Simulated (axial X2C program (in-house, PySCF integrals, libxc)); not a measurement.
# How the levels of ClGdCl (f8 s0 orbitals) move with the bond length

Calculated with an axial X2C code built on PySCF integrals: two-component X2C with atomic mean-field Coulomb and Gaunt terms, basis Cl dyall-av3z, Gd dyall-v3z (cores contracted in-house). Orbitals come from Hartree–Fock averaged over the configuration Gd f8 s0; CI then distributes these electrons over the f, s shells of Gd.

At Cl–Gd–Cl held linear, both bonds 2.676 Å:

```csv
Ω,energy (cm⁻¹),g∥,configuration
6,0,17.96,100% f8
5,362,14.38,100% f8
4,731,10.86,100% f8
3,1105,7.45,100% f8
2,1472,4.28,100% f8
1,1794,1.64,100% f8
0,1944,0.00,100% f8
5,2185,15.57,100% f8
4,2337,11.76,100% f8
3,2496,8.01,100% f8
2,2652,4.44,100% f8
1,2779,1.48,100% f8
0,2831,0.00,100% f8
0,3388,0.00,100% f8
```

g∥ is the magnitude of 2⟨Lz + ge Sz⟩ for the +Ω component. The lowest 14 levels at most are listed.

At Cl–Gd–Cl held linear, both bonds 2.582 Å:

```tsv
Ω	energy (cm⁻¹)	g∥	configuration
6	0	17.96	100% f8
5	363	14.37	100% f8
4	734	10.85	100% f8
3	1111	7.43	100% f8
2	1485	4.23	100% f8
1	1817	1.57	100% f8
0	1975	0.00	100% f8
5	2187	15.57	100% f8
4	2346	11.75	100% f8
3	2510	7.99	100% f8
2	2669	4.42	100% f8
1	2795	1.49	100% f8
0	2840	0.00	100% f8
0	3393	0.00	100% f8
```

The lowest level lies 705 cm⁻¹ above the lowest at the first distance.

(1) How does the gap from the lowest to the fifth level change between the two distances?

Dynamic correlation is missing, so gaps between terms are too wide and other configurations may lie lower; the lowest level listed is that of this model, not necessarily the ground state. At most 4 roots were kept for each Ω > 0 (twice that for Ω = 0) within 2.2 eV of the lowest, so higher up levels can be missing between those listed; levels with Ω > 0 are doubly degenerate and listed once, Ω = 0 levels singly. States that fill the shells left empty in the average are placed too high. The molecule was held linear; bending was not examined.

## Answers

(1) From 1472 to 1485 cm⁻¹, a factor of 1.01.
